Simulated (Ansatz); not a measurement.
BI3, triplet, at a GFN2-xTB geometry (a higher spin typed on purpose: for a closed-shell molecule this is an excited state) (all electrons, no relativity); PBE0/STO-3G (Ansatz, a quantum-chemistry and plane-wave program).

Here is a job for Ansatz.
Ansatz 0.2 input:
```yaml
crystal:
  periodic: [false, false, false]
  atoms:
    - {symbol: B, position_ang: [-0.00000000, -0.00000000, 0.00000000]}
    - {symbol: I, position_ang: [2.06079460, -0.36066386, -0.61755843]}
    - {symbol: I, position_ang: [-0.76527340, -0.90866053, 1.82948732]}
    - {symbol: I, position_ang: [-1.29552119, 1.26932438, -1.21192889]}
basis:
  gaussian:
    orbitals: STO-3G
hamiltonian:
  xc: pbe0
magnetization: {spin_polarized: true, initial_magnetization: 2}
output: {forces: true}
```

Question: Write the output that Ansatz gives for this input, abridged.

Answer: 
```
Functional definition: PBE0
931 factors; integrals over basis functions are off by at most 2.5e-5 eV
mean field evaluation 1: about -560068.3560 eV, gradient 4.0e0 eV
mean field evaluation 2: about -560068.4546 eV, gradient 3.5e0 eV
mean field evaluation 4: about -560068.5576 eV, gradient 8.8e-2 eV
mean field evaluation 8: about -560068.5756 eV, gradient 4.8e-4 eV
mean field evaluation 16: about -560067.8344 eV, gradient 3.6e0 eV
mean field evaluation 32: about -560067.9747 eV, gradient 1.2e-1 eV
mean field evaluation 64: about -560068.2357 eV, gradient 3.0e-1 eV
mean field evaluation 96: about -560068.1556 eV, gradient 9.3e-2 eV
mean field evaluation 128: about -560068.4030 eV, gradient 2.7e0 eV
mean field -560068.57556846 eV, -20582.1405240256 hartree, gradient 6.7e-6 eV, S^2 2.007609; 17 other end points of the search recorded, 0 dependent functions left out
the calculation of the forces begins
reference -560068.57558227 eV, -20582.1405245330 hartree; 83, 81 occupied and 3, 5 virtual orbitals, 931 factors
Total energy: -560068.57558227 eV, -20582.1405245330 hartree
Atom 0 at    -0.000000    -0.000000     0.000000 Å, force     0.000315    -0.000055    -0.000095 eV/Å
Atom 1 at     2.060795    -0.360664    -0.617558 Å, force    -0.534925     0.093618     0.160301 eV/Å
Atom 2 at    -0.765273    -0.908661     1.829487 Å, force     0.198482     0.235908    -0.474861 eV/Å
Atom 3 at    -1.295521     1.269324    -1.211929 Å, force     0.336128    -0.329471     0.314655 eV/Å
Dipole moment:     0.000001    -0.000000    -0.000000 e Å
```
